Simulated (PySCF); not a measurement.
AlH, SMILES [AlH] (connectivity only; charge and spin as stated), neutral, multiplicity 1. Atoms are numbered in the order given.

```xyz
2

Al     0.0000     0.0000    -0.1187
H      0.0000     0.0000     1.5431
```
Charge 0, spin multiplicity 1.

The structure is a stationary point at B3LYP-D3(BJ)/def2-TZVPD.

The numbers are results of TDDFT-M06-2X/def2-TZVPD (PySCF 2.14.0), not measurements.

Vertical excitations; the highest root listed may be one member of a degenerate set. Isolated molecule, no solvent. State labels are in the subgroup C2v.

| state | symmetry | energy (eV) | λ (nm) | f | main pairs |
|---|---|---|---|---|---|
| S1 | B1 | 2.77 | 447 | 0.040 | HOMO→LUMO (degenerate set) |
| S2 | B2 | 2.77 | 447 | 0.040 | HOMO→LUMO+1 (degenerate set) |
| S3 | A1 | 5.23 | 237 | 0.151 | HOMO→LUMO+2 98 % |
| S4 | A1 | 6.32 | 196 | 0.459 | HOMO→LUMO+3 99 % |
| S5 | A1 | 6.43 | 193 | 0.000 | HOMO→LUMO+4 (degenerate set) |
| S6 | A2 | 6.43 | 193 | 0.000 | HOMO→LUMO+5 (degenerate set) |
| S7 | B1 | 6.55 | 189 | 0.137 | HOMO→LUMO+6 (degenerate set) |
| S8 | B2 | 6.55 | 189 | 0.137 | HOMO→LUMO+7 (degenerate set) |
| S9 | B1 | 7.72 | 161 | 0.461 | HOMO−1→LUMO (degenerate set) |
| S10 | B2 | 7.72 | 161 | 0.461 | HOMO−1→LUMO+1 (degenerate set) |
| T1 | B1 | 1.83 | 678 | 0 | HOMO→LUMO (degenerate set) |
| T2 | B2 | 1.83 | 678 | 0 | HOMO→LUMO+1 (degenerate set) |
| T3 | A1 | 5.14 | 241 | 0 | HOMO→LUMO+3 55 %, HOMO→LUMO+2 35 %, HOMO→LUMO+9 9 % |
| T4 | A1 | 5.37 | 231 | 0 | HOMO→LUMO+2 63 %, HOMO→LUMO+3 31 % |
Triplets are in the Tamm–Dancoff approximation, which puts them higher than full response would, so one can lie above its singlet here.
